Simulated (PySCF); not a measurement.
# A survey of ¹⁵N NMR shifts

[PySCF 2.14.0 with density-fitted response routines: GIAO PBE0/pcSseg-1 shieldings; geometry from GFN2-xTB; rapidly exchanging positions averaged; no solvent model; relativity neglected; one conformer]

Shieldings were converted by a linear fit to measured shifts: ¹⁵N (scatter 6.3 ppm rms vs CH3NO2, solution or neat liquid). Occasional misses reach two or three times the rms, and more in compound classes unlike the fitted ones.

Question: Give the ¹⁵N shifts of `c1ccc2[nH]ccc2c1`, `NCC(CN)N[SiH2]S`, `c1cpc(C2CC2)cn1`, `CC#Cc1cccnc1`, `C/C=P/c1cccnc1`, `c1cnc(C2CC2)pc1`, `[H]/N=C\C1CCC1`.

Answer: 
| compound | environment | δ (ppm) |
| --- | --- | --- |
| c1ccc2[nH]ccc2c1 | pyrrole-type ring nitrogen | -257.2 |
| [NH2:1][CH2:2][CH:3]([CH2:4][NH2:5])[NH:6][SiH2:7][SH:8] | N6: nitrogen bonded to C, Si, H | -352.7 |
| [NH2:1][CH2:2][CH:3]([CH2:4][NH2:5])[NH:6][SiH2:7][SH:8] | N1/5: amine nitrogen (×2) | -367.3 |
| c1cpc(C2CC2)cn1 | pyridine-type ring nitrogen | -62.6 |
| CC#Cc1cccnc1 | pyridine-type ring nitrogen | -63.7 |
| C/C=P/c1cccnc1 | pyridine-type ring nitrogen | -62.0 |
| c1cnc(C2CC2)pc1 | pyridine-type ring nitrogen | -63.5 |
| [H]/N=C\C1CCC1 | imine nitrogen | -77.9 |
